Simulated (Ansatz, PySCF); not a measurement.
This singlet lies 1.47 eV below the relaxed triplet at the level frozen-core CCSD(T)/cc-pVTZ // PBE0-D3(BJ)/def2-TZVP (Ansatz, a program for electronic structure).

Z-matrix (Å, degrees):
```
N
H 1 1.0082
H 1 1.0128 2 111.80
Si 1 1.7039 2 123.07 3 -179.90
C 4 1.9765 1 91.81 2 -179.98
O 5 1.2032 4 123.65 1 179.52
H 5 1.1315 6 118.54 4 -179.93
```
Charge 0, multiplicity 1.

Question: Give the HOMO, LUMO, HOMO–LUMO gap, dipole moment and total energy at the level PBE0-D3(BJ)/def2-TZVP in PySCF 2.14.0.

Answer: 
- HOMO = -6.17 eV
- LUMO = -2.45 eV
- HOMO–LUMO gap = 3.73 eV
- dipole moment = 3.96 D
- total energy = -459.1145 Ha
